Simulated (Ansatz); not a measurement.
`O[SiH2][NH][GeH3]` + H–F → `F[SiH2][NH][GeH3]` + H₂O  (ligand exchange at the Si–O bond)

Calculated with Ansatz (gas phase, PBE0-D4/def2-TZVP geometries, no zero-point term in ΔE). CCSD(T)/CBS adds triple-zeta CCSD(T) − MP2 to the extrapolated MP2 energy (def2 sets, frozen cores). This one scheme is used for every species. DFT in def2-TZVPP. B3LYP here is the variant with VWN-RPA as its local correlation; programs differ in this. For Ge outer-core shells are correlated without core-valence functions, which leaves a few kJ/mol of doubt a bond. Scalar relativity is left out up to krypton. Each species was taken in one conformer, which may not be the lowest.

`O[SiH2][NH][GeH3]`:

Cartesian coordinates in Å:
```
O 0.565 0.914 -2.013
Si -0.041 1.303 -0.531
N -0.673 -0.015 0.358
Ge 0.273 -1.422 1.076
H -0.037 0.523 -2.648
H -1.156 2.282 -0.657
H 1.136 1.877 0.158
H -1.676 -0.079 0.440
H 1.749 -1.007 1.044
H -0.203 -1.669 2.519
H 0.063 -2.708 0.253
```

H–F:

Z-matrix (Å, degrees):
```
F
H 1 0.920
```

`F[SiH2][NH][GeH3]`:

Z-matrix (Å, degrees):
```
Si
N 1 1.698
F 1 1.604 2 113.4
H 1 1.481 2 109.6 3 117.9
H 1 1.480 2 108.7 3 -117.4
Ge 2 1.846 1 127.4 3 83.5
H 2 1.010 1 117.0 3 -84.5
H 6 1.538 2 108.9 1 132.3
H 6 1.533 2 106.0 1 12.6
H 6 1.539 2 110.6 1 -107.5
```

H₂O:

Z-matrix (Å, degrees):
```
O
H 1 0.960
H 1 0.960 2 105.1
```

| level | ΔE (kcal/mol) | difference from CCSD(T)/CBS |
| --- | --- | --- |
| PBE-D4 | -11.1 | 0.5 |
| r2SCAN-D4 | -11.9 | -0.3 |
| PBE0-D4 | -11.1 | 0.5 |
| B3LYP-D4 | -11.8 | -0.2 |
| ωB97X-V | -11.9 | -0.3 |
| ωB97M-V | -11.8 | -0.2 |
| B2PLYP | -12.1 | -0.5 |
| PBE | -11.7 | -0.1 |
| r2SCAN | -12.0 | -0.4 |
| HF/def2-TZVPP | -13.1 | -1.5 |
| SCS-MP2/def2-TZVPP | -11.5 | 0.1 |
| CCSD/def2-TZVPP | -11.6 | 0.0 |
| HF/def2-QZVPP | -13.5 | -1.9 |
| MP2/def2-QZVPP | -11.2 | 0.4 |
| HF/CBS(def2) | -13.5 | -1.9 |
| CCSD/CBS(def2) | -11.9 | -0.3 |
| CCSD(T)/CBS | -11.6 | 0 |

Largest T1 diagnostic among the species: 0.012.

The D4 term adds +0.8 kcal/mol with B3LYP and +0.5 kcal/mol with PBE0; it sums over pairs of atoms, weighted by their polarisabilities, and B3LYP, whose exchange is more repulsive, gets the larger term. In def2-TZVPP, CCSD(T) changes the Hartree–Fock value by +1.9 kcal/mol (the triples alone add +0.3 kcal/mol) and MP2 by +2.3 kcal/mol.

CCSD(T)/CBS has its own doubt, a few kJ/mol and more with outer-core shells, so smaller differences from it don't rank the levels.
